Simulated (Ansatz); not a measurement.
Consider the ligand exchange at a B–N bond: `O=C=NBCl` + `OCC(F)(F)F` → `FC(F)(F)COBCl` + `N=C=O`.

Calculated with Ansatz (gas phase, PBE0-D4/def2-TZVP geometries, no zero-point term in ΔE). CCSD(T)/CBS adds triple-zeta CCSD(T) − MP2 to the extrapolated MP2 energy (def2 sets, frozen cores). This one scheme is used for every species. Functionals use def2-TZVPP. B3LYP here is the variant with VWN-RPA as its local correlation; programs differ in this. HSE06 is defined as in plane-wave codes. Each species was taken in one conformer, which may not be the lowest.

```json
{"level": "LDA (SPW92)", "ΔE (kJ/mol)": "-27.1", "difference from CCSD(T)/CBS": "0.7"}
{"level": "PBE-D4", "ΔE (kJ/mol)": "-23.4", "difference from CCSD(T)/CBS": "4.4"}
{"level": "revPBE-D4", "ΔE (kJ/mol)": "-22.3", "difference from CCSD(T)/CBS": "5.5"}
{"level": "BLYP-D4", "ΔE (kJ/mol)": "-25.1", "difference from CCSD(T)/CBS": "2.7"}
{"level": "r2SCAN-D4", "ΔE (kJ/mol)": "-25.8", "difference from CCSD(T)/CBS": "2.0"}
{"level": "B97M-V", "ΔE (kJ/mol)": "-26.6", "difference from CCSD(T)/CBS": "1.2"}
{"level": "PBE0-D4", "ΔE (kJ/mol)": "-22.9", "difference from CCSD(T)/CBS": "4.9"}
{"level": "B3LYP-D4", "ΔE (kJ/mol)": "-24.8", "difference from CCSD(T)/CBS": "3.0"}
{"level": "r2SCANh-D4", "ΔE (kJ/mol)": "-25.4", "difference from CCSD(T)/CBS": "2.4"}
{"level": "r2SCAN0-D4", "ΔE (kJ/mol)": "-24.7", "difference from CCSD(T)/CBS": "3.1"}
{"level": "HSE06-D4", "ΔE (kJ/mol)": "-22.6", "difference from CCSD(T)/CBS": "5.2"}
{"level": "BHLYP-D4", "ΔE (kJ/mol)": "-24.8", "difference from CCSD(T)/CBS": "3.0"}
{"level": "CAM-B3LYP-D4", "ΔE (kJ/mol)": "-28.1", "difference from CCSD(T)/CBS": "-0.3"}
{"level": "ωB97X-V", "ΔE (kJ/mol)": "-28.0", "difference from CCSD(T)/CBS": "-0.2"}
{"level": "ωB97M-V", "ΔE (kJ/mol)": "-28.0", "difference from CCSD(T)/CBS": "-0.2"}
{"level": "B2PLYP", "ΔE (kJ/mol)": "-25.4", "difference from CCSD(T)/CBS": "2.4"}
{"level": "PBE-QIDH", "ΔE (kJ/mol)": "-24.0", "difference from CCSD(T)/CBS": "3.8"}
{"level": "PBE", "ΔE (kJ/mol)": "-22.2", "difference from CCSD(T)/CBS": "5.6"}
{"level": "BLYP", "ΔE (kJ/mol)": "-23.2", "difference from CCSD(T)/CBS": "4.6"}
{"level": "r2SCAN", "ΔE (kJ/mol)": "-25.1", "difference from CCSD(T)/CBS": "2.7"}
{"level": "PBE0", "ΔE (kJ/mol)": "-21.7", "difference from CCSD(T)/CBS": "6.1"}
{"level": "B3LYP", "ΔE (kJ/mol)": "-23.1", "difference from CCSD(T)/CBS": "4.7"}
{"level": "r2SCANh", "ΔE (kJ/mol)": "-24.6", "difference from CCSD(T)/CBS": "3.2"}
{"level": "r2SCAN0", "ΔE (kJ/mol)": "-24.0", "difference from CCSD(T)/CBS": "3.8"}
{"level": "BHLYP", "ΔE (kJ/mol)": "-23.5", "difference from CCSD(T)/CBS": "4.3"}
{"level": "CAM-B3LYP", "ΔE (kJ/mol)": "-26.9", "difference from CCSD(T)/CBS": "0.9"}
{"level": "LC-ωPBE", "ΔE (kJ/mol)": "-26.4", "difference from CCSD(T)/CBS": "1.4"}
{"level": "RPA@PBE/def2-TZVPP", "ΔE (kJ/mol)": "-31.8", "difference from CCSD(T)/CBS": "-4.0"}
{"level": "HF/def2-SVP", "ΔE (kJ/mol)": "-19.3", "difference from CCSD(T)/CBS": "8.5"}
{"level": "MP2/def2-SVP", "ΔE (kJ/mol)": "-28.8", "difference from CCSD(T)/CBS": "-1.0"}
{"level": "CCSD(T)/def2-SVP", "ΔE (kJ/mol)": "-31.8", "difference from CCSD(T)/CBS": "-4.0"}
{"level": "HF/def2-TZVPP", "ΔE (kJ/mol)": "-23.0", "difference from CCSD(T)/CBS": "4.8"}
{"level": "MP2/def2-TZVPP", "ΔE (kJ/mol)": "-25.9", "difference from CCSD(T)/CBS": "1.9"}
{"level": "SCS-MP2/def2-TZVPP", "ΔE (kJ/mol)": "-26.7", "difference from CCSD(T)/CBS": "1.1"}
{"level": "CCSD/def2-TZVPP", "ΔE (kJ/mol)": "-28.7", "difference from CCSD(T)/CBS": "-0.9"}
{"level": "CCSD(T)/def2-TZVPP", "ΔE (kJ/mol)": "-29.3", "difference from CCSD(T)/CBS": "-1.5"}
{"level": "HF/def2-QZVPP", "ΔE (kJ/mol)": "-23.7", "difference from CCSD(T)/CBS": "4.1"}
{"level": "MP2/def2-QZVPP", "ΔE (kJ/mol)": "-25.3", "difference from CCSD(T)/CBS": "2.5"}
{"level": "HF/CBS(def2)", "ΔE (kJ/mol)": "-23.8", "difference from CCSD(T)/CBS": "4.0"}
{"level": "CCSD/CBS(def2)", "ΔE (kJ/mol)": "-27.2", "difference from CCSD(T)/CBS": "0.6"}
{"level": "CCSD(T)/CBS", "ΔE (kJ/mol)": "-27.8", "difference from CCSD(T)/CBS": "0"}
```

Largest T1 diagnostic among the species: 0.018.

Leaving LDA and LC-ωPBE aside and taking each functional with its dispersion term where it has one, the values spread over 5.8 kJ/mol, from CAM-B3LYP-D4 to revPBE-D4. LDA lies −4.9 kJ/mol from PBE without D4. At CCSD(T), def2-SVP lies −4.0 kJ/mol from the extrapolated value and def2-TZVPP −1.5 kJ/mol.
